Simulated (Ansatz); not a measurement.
Al₆Cu⁻, relaxed as a singlet with RKS PBE-D4/def2-SVPD in Ansatz, starting from the GFN1-xTB geometry. Force threshold 0.02 eV/Å.

The restricted singlet is unstable towards broken spin symmetry in Hartree–Fock (as tested in another run); at PBE-D4/def2-SVPD this wasn't settled. Another isomer (singlet) lies 0.12 eV lower at PBE0-D4/def2-TZVPD; other spin states weren't run for this one.

Start:

Cartesian coordinates in Å:
```
Cu -1.375 -1.479 -0.263
Al 2.656 -1.219 0.130
Al -0.139 1.331 -1.238
Al 1.362 0.848 1.028
Al -2.369 1.221 0.030
Al -0.866 0.317 2.057
Al 0.730 -1.019 -1.745
```

```json
{"step": "1", "energy (eV)": "-84177.2737", "largest force component (eV/Å)": "0.862", "SCF passes": "67"}
{"step": "2", "energy (eV)": "-84177.7522", "largest force component (eV/Å)": "0.587", "SCF passes": "36"}
{"step": "3", "energy (eV)": "-84178.0310", "largest force component (eV/Å)": "0.354", "SCF passes": "37"}
{"step": "4", "energy (eV)": "-84178.2185", "largest force component (eV/Å)": "0.400", "SCF passes": "34"}
{"step": "5", "energy (eV)": "-84178.4310", "largest force component (eV/Å)": "0.490", "SCF passes": "33"}
{"step": "6", "energy (eV)": "-84178.7306", "largest force component (eV/Å)": "0.737", "SCF passes": "33"}
{"step": "7", "energy (eV)": "-84179.1022", "largest force component (eV/Å)": "0.689", "SCF passes": "32"}
{"step": "8", "energy (eV)": "-84179.3587", "largest force component (eV/Å)": "0.270", "SCF passes": "32"}
{"step": "9", "energy (eV)": "-84179.5022", "largest force component (eV/Å)": "0.269", "SCF passes": "31"}
{"step": "10", "energy (eV)": "-84179.6042", "largest force component (eV/Å)": "0.244", "SCF passes": "32"}
{"step": "11", "energy (eV)": "-84179.6846", "largest force component (eV/Å)": "0.098", "SCF passes": "31"}
{"step": "12", "energy (eV)": "-84179.6908", "largest force component (eV/Å)": "0.037", "SCF passes": "24"}
{"step": "13", "energy (eV)": "-84179.6915", "largest force component (eV/Å)": "0.011", "SCF passes": "26"}
```

Force components are those of the run's own axes.

End:

```xyz
7

Cu   -0.982   -1.684    0.164
Al    1.453   -1.288    0.367
Al    0.278    1.805   -1.233
Al    1.526    1.288    0.931
Al   -1.865    0.584   -0.298
Al   -0.613    0.066    1.879
Al    0.203   -0.770   -1.809
```

Bonds formed: Cu1–Al2, Al2–Al6, Al5–Al7 (atoms count from 1). Metal–metal contacts that move far: Cu1–Al6 2.98 to 2.48 Å.

No frequencies were taken in this run, so the end may be a saddle point.

It took 69 s on 4 threads of Arm Neoverse N1 on a shared host.
